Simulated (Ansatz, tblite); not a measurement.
Cost and result up the ladder for [ReNF4]2- (ReNF₄²⁻) (6 atoms). The state is a singlet with charge -2. Geometry: PBE0-D4/def2-SVPD.

```xyz
6

Re    0.092   -0.143    0.008
N     0.989   -1.530    0.081
F     0.686    0.953   -1.600
F     1.029    1.316    1.071
F    -1.227   -0.117    1.556
F    -1.570   -0.479   -1.115
```

Ansatz on 4 threads of Arm Neoverse V1 on a shared host; xTB runs through tblite on one thread. Times are rough, summed over both states, and most runs start from the orbitals of an earlier one. PBE0-D4/def2-TZVPD serves as the yardstick here, not as an exact answer. The other state is a doublet.

In the def2 sets Re takes a core potential; there is no spin–orbit coupling. The xTB rows come from tblite. A multiply charged anion in the gas phase is held together partly by the finite basis. Removing one electron lowers the energy by 3.19 eV at PBE0-D4/def2-TZVPD, so it isn't bound.

Raw xTB energies of ions are shifted by several eV.

| level | functions | wall time |
| --- | --- | --- |
| GFN1-xTB | 29 | 0.008 s |
| GFN2-xTB | 29 | 0.008 s |
| PBE-D4/def2-TZVPD | 240 | 8.7 s |
| PBE0-D4/def2-TZVPD | 240 | 14 s |
| r2SCAN-D4/def2-TZVPD (with forces) | 240 | 18 s |

Problem. Estimate what each level gives for the vertical IE (eV).

Solution. 
```csv
level,vertical IE (eV),difference from PBE0-D4/def2-TZVPD (eV),remarks
GFN1-xTB,3.69,6.88,–
GFN2-xTB,3.54,6.73,–
PBE-D4/def2-TZVPD,-3.53,-0.35,HOMO above zero (-2 singlet)
PBE0-D4/def2-TZVPD,-3.19,0.00,HOMO above zero (-2 singlet)
r2SCAN-D4/def2-TZVPD (with forces),-3.52,-0.33,HOMO above zero (-2 singlet)
```
